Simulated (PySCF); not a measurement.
## Electron correlation in Co⁻ (cobalt, charge -1)

[Ar] 3d8 4s2, high-spin 3F determinant. All numbers are calculated (PySCF 2.14, the spin-free X2C one-electron Hamiltonian (Gaussian nucleus), in aug-cc-pVDZ-DK (7s6p4d2f, 59 functions)). Frozen: [Ar]; 10 electrons correlated.

MP2 pair energies summed by pair of shells (mhartree):

```json
{"pair": "3d-3d", "energy": "-257.55", "share (%)": "84.7"}
{"pair": "3d-4s", "energy": "-30.88", "share (%)": "10.2"}
{"pair": "4s-4s", "energy": "-15.75", "share (%)": "5.2"}
```

Total MP2 correlation energy: -304.18 mhartree.

Same-spin part -112.74 and opposite-spin part -191.44 mhartree; SCS-MP2 scales them by 1/3 and 6/5 to -267.31 mhartree.
